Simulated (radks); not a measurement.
Results of a calculation; reference values are marked as such.
Problem. All-electron atom: the argon ion Ar14+ in [He] 2s1 2p1 (not the ground configuration). Level of theory: scalar-relativistic Kohn-Sham, PBEsol, spin-polarised, spherical densities, finite nucleus; open shells are filled with parallel spins first; Fermi nuclear charge, rms radius 3.4274 fm (a radial shooting solver on a logarithmic mesh with Libxc functionals). Some entries of the table are withheld. Estimate them.

| orbital | occ. | eigenvalue (eV) | r(max) (bohr) | <r^2> (bohr^2) |
|---|---|---|---|---|
| 1s up | 1 | -3814.170 | 0.05597 | 0.009748 |
| 1s down | 1 | -3805.466 | 0.05597 | 0.009712 |
| 2s up | 1 | -829.4112 | 0.3114 | 0.1531 |
| 2p up | 1 | -789.3693 | 0.2487 | (1) |

Solution. 
(1) 2p up <r^2> (bohr^2): 0.1182
